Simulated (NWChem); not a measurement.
thionyl fluoride (SOF$_{2}$); SMILES O=S(F)F

```xyz
4

O      0.0060    -1.3711    -0.3899
S      0.0008    -0.1728     0.4034
F      1.1656     0.7801    -0.1864
F     -1.1723     0.7699    -0.1864
```
Atoms are numbered in this order, from 1.

Coordinates come from a PBE0/def2-SVP optimisation.

 Unshifted, non-relativistic core excitations; the lowest 4 roots alone, so stronger bands may lie above.

**Question.** List the first O K-edge excitations from PBE0/def2-TZVP, restricted-window TDA (NWChem).

**Answer.** 
```json
[
 {"state": "S1", "energy (eV)": "520.0", "dipole oscillator strength": "0.0240", "leading excitation (squared amplitude)": "1s of atom 1 or its equivalents → LUMO (0.99)"},
 {"state": "S2", "energy (eV)": "521.5", "dipole oscillator strength": "0.0175", "leading excitation (squared amplitude)": "1s of atom 1 or its equivalents → LUMO+1 (0.99)"},
 {"state": "S3", "energy (eV)": "523.1", "dipole oscillator strength": "0.0264", "leading excitation (squared amplitude)": "1s of atom 1 or its equivalents → LUMO+2 (0.97)"},
 {"state": "S4", "energy (eV)": "528.3", "dipole oscillator strength": "0.0007", "leading excitation (squared amplitude)": "1s of atom 1 or its equivalents → LUMO+3 (0.99)"}
]
```
